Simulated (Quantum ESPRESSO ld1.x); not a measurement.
Results of a calculation; reference values are marked as such.
Q: The mean radii <r> (bohr) of the occupied orbitals of an atom or ion are listed with their occupations. Level of theory: scalar-relativistic Kohn-Sham, LDA (Slater exchange, Perdew-Zunger correlation), spin-polarised, spherical densities, point nucleus (ld1.x of Quantum ESPRESSO 7.5).

| orbital | occ. | <r> |
|---|---|---|
| 1s up | 1 | 0.04399 |
| 1s down | 1 | 0.04394 |
| 2s up | 1 | 0.1843 |
| 2s down | 1 | 0.1850 |
| 2p up | 2 | 0.1582 |

Name the element and its charge. Open shells, if any, are filled with parallel spins first.

A: Z = 34, selenium, charge +28: Se28+ in [He] 2s2 2p2. The 1s radius gives Z: for a bare nucleus <r> = (2 gamma + 1)/(2Z) with gamma = sqrt(1 - (Z/c)^2), 0.0432 bohr for Z = 34, and screening makes it slightly larger (0.04399 here). The occupations add up to 6, and the charge is Z minus that.
